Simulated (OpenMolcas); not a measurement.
# Levels of Ru I by method

* Program: OpenMolcas
* Basis: ANO-RCC-VQZP [8s7p5d3f2g1h]
* Scalar Hamiltonian: DKH2, point nucleus
* Active space: 8 electrons in 6 orbitals (4d 5s)
* State averaging: 2S+1 = 5 even, 15 roots; 2S+1 = 3 even, 75 roots kept (CI in the orbitals of an earlier block); 2S+1 = 1 even, 57 roots kept (CI in the orbitals of an earlier block)
* Spin-orbit coupling: state interaction with AMFI integrals over the reference wave functions, term energies averaged over their components

Methods on the same reference wave functions:
A. CASSCF
B. SS-CASPT2, IPEA 0.25 Eh, imaginary shift 0.1 Eh (closed shells correlated: 4s 4p)
C. MS-CASPT2, IPEA 0.25 Eh, imaginary shift 0.1 Eh (closed shells correlated: 4s 4p)

Energies in cm⁻¹ above 4d⁷ 5s ⁵F₅, the measured ground level; measured values from NIST Handbook of Basic Atomic Spectroscopic Data.

```
               Level      A      B      C  Measured
          4d⁷ 5s ⁵F₅    0.0    0.0    0.0       0.0
          4d⁷ 5s ⁵F₄   1228   1213   1213      1191
          4d⁷ 5s ⁵F₃   2170   2160   2160      2092
          4d⁷ 5s ⁵F₂   2838   2820   2820      2713
          4d⁷ 5s ⁵F₁   3262   3230   3230      3105
       4d⁷ 5s ³F₄(1)   9354   5940   5940          
         4d⁶ 5s² ⁵D₄  10256   4890   4890      7483
4d⁷ 5s ³F₃(1) [66 %]  10934   7490   7490          
  4d⁶ 5s² ⁵D₃ [67 %]  11346   6020   6020      8575
         4d⁶ 5s² ⁵D₂  11750   6640   6640      9058
       4d⁷ 5s ³F₂(1)  12133   8390   8390          
         4d⁶ 5s² ⁵D₁  12192   7040   7040      9073
         4d⁶ 5s² ⁵D₀  12388   7230   7230      9492
          4d⁷ 5s ⁵P₃  12950   9330   9330      8771
   4d⁷ 5s ⁵P₂ [70 %]  13052   9150   9150      8044
          4d⁷ 5s ⁵P₁  13836  10060  10060      9620
          4d⁷ 5s ³G₅  15311  12450  12450          
          4d⁷ 5s ³G₄  15991  13010  13010          
4d⁷ 5s ³P₂(1) [66 %]  16323  11660  11660          
          4d⁷ 5s ³G₃  16791  13920  13920          
       4d⁷ 5s ³P₁(1)  18060  13300  13300          
4d⁷ 5s ³P₀(1) [66 %]  18693  13580  13580          
          4d⁷ 5s ³H₆  19567  16090  16090          
   4d⁷ 5s ¹G₄ [55 %]  19616  15110  15120
```

Deviations, from unrounded energies. A percentage is the sum of absolute deviations over the sum of measured energies, with the sign that they share, or ± where signs differ.

```json
{"Against measurement": "mean absolute deviation (cm-1)", "Levels": "12", "A": "2300", "B": "1200", "C": "1200"}
{"Against measurement": "fine structure of the ground term (%)", "Levels": "4", "A": "+4.4", "B": "+3.6", "C": "+3.6"}
{"Against measurement": "other terms of the ground configuration (%)", "Levels": "3", "A": "+50.7", "B": "+7.9", "C": "+7.9"}
{"Against measurement": "other configurations (%)", "Levels": "5", "A": "+32.6", "B": "-27.1", "C": "-27.1"}
```

B, C lie about equally close to measurement and A furthest from it. The largest miss of C in the table is 4d⁶ 5s² ⁵D₄, by -2600 cm-1. The ranking rests on the paired levels alone, and a cruder setting can come out closer through cancelling errors.

Between B and C the level of the table that moves most is 4d⁷ 5s ¹G₄ [55 %], by 15 cm-1 (lowest in B, highest in C). Moves below CASPT2's spread within the term are not significant.

The two smallest mean deviations differ by little beside CASPT2's spread within terms, so their order carries little weight.

From A to B the spin-free energies of the other terms of 4d⁷ 5s shown, above ⁵F, scale by factors of 0.60 to 0.81.

The lowest spin-free term lies below A's lowest term by 0.583 hartree in B, 0.583 hartree in C.

Term energies are means over components that CASPT2 splits; among the terms shown or strongly mixed into the levels shown the widest spread is 1500 cm-1 (4d⁷ 5s ⁵F, C). Terms from blocks run as CI alone lack orbitals of their own. Configurations are named by rounded mean occupations; where the s occupation lies near a half they are strongly mixed, a name can repeat and a true partner stay unpaired. A single d shell beside an s shell can misplace configurations of different d count against each other. Without dynamic correlation excited terms often stand tens of per cent too high (terms of higher spin than the ground term too low), and those without a measured partner can miss by more than the paired ones (holds for A). Blocks of more than 70 roots (2S+1 = 3 even) ran without multistate coupling (holds for C). The CASPT2 spread within a term exceeds the gap to the next term for 4d⁷ 5s ³P(2) and 4d⁷ 5s ¹G, so the order of their levels is uncertain (holds for C). Computed and measured levels are paired by configuration, term and J; levels that our copy of the source lacks, or whose pairing is in doubt (as where it misses far off the trend of its configuration), stay unpaired and out of the deviations. Levels of configurations outside the active space are missing. Levels that lie high or do not pair safely by name in every column are left out.

A share in square brackets marks a mixed level and gives the weight of the term that names it, the lowest over the columns. A number in round brackets counts repeated terms of one configuration in the order of the reference energies.
